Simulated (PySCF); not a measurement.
Bond curve of BiN

Set-up: basis Bi def2-SVPD with ECP60, N def2-SVPD; scalar-relativistic core potentials; PySCF 2.14. Energies in eV from Bi + N in their ground configurations at the same level. All curves are PBE0. state 1: Ms = 0 determinant of mixed spin (⟨S²⟩ near 0.7), paired orbitals spin-polarised; state 2: Ms = 1 determinant of mixed spin (⟨S²⟩ near 2.5), unpaired electrons π ↑↑, a mixture of terms (⟨Lz²⟩ = 2.0), a second solution, started from another occupation; state 3: ⁵Σ⁺ (quintet), unpaired electrons π ↑↑↑↑, a second solution, started from another occupation.

```tsv
R (Å)	state 1	state 2	state 3
1.698	-1.151	1.698	4.4943
1.777	-1.889	0.488	2.7698
1.856	-2.224	-0.282	1.5254
1.915	-2.325	-0.646	0.8360
1.974	-2.347	-0.877	0.3117
2.033	-2.312	-1.014	-0.0784
2.112	-2.204	-1.090	-0.4329
2.211	-2.008	-1.068	-0.6736
2.329	-1.727	-0.933	-0.7552
2.487	-1.345	-0.656	-0.6461
```

Put a parabola through the three lowest points of the state 1 curve and estimate Re, k and ωe (reduced mass 13.12 u; 1 eV/Å² = 0.16022 mdyn/Å; ωe = 1302.8·√(k/μ) cm⁻¹).

Through R = 1.915, 1.974, 2.033 Å the second-order coefficient is 8.19 eV/Å², so Re ≈ 1.967 Å, k ≈ 2.62 mdyn/Å and ωe ≈ 583 cm⁻¹. A polynomial fit of higher order to the unrounded PBE0 energies gives Re = 1.964 Å, k = 2.69 mdyn/Å, ωe = 590 cm⁻¹; anharmonicity and rounding make the difference.

The higher-order fit for each curve: state 1: Re = 1.964 Å, ωe = 590 cm⁻¹, De = 2.35 eV; state 2: Re = 2.140 Å, ωe = 497 cm⁻¹, minimum 1.10 eV below the ground-state fragments; state 3: Re = 2.326 Å, ωe = 466 cm⁻¹, minimum 0.76 eV below the ground-state fragments.

⟨S²⟩ of the unrestricted solution departs from its pure value on part of the curve, where spin states mix. Spin–orbit coupling is left out, which matters for elements this heavy, above all for dissociation energies.
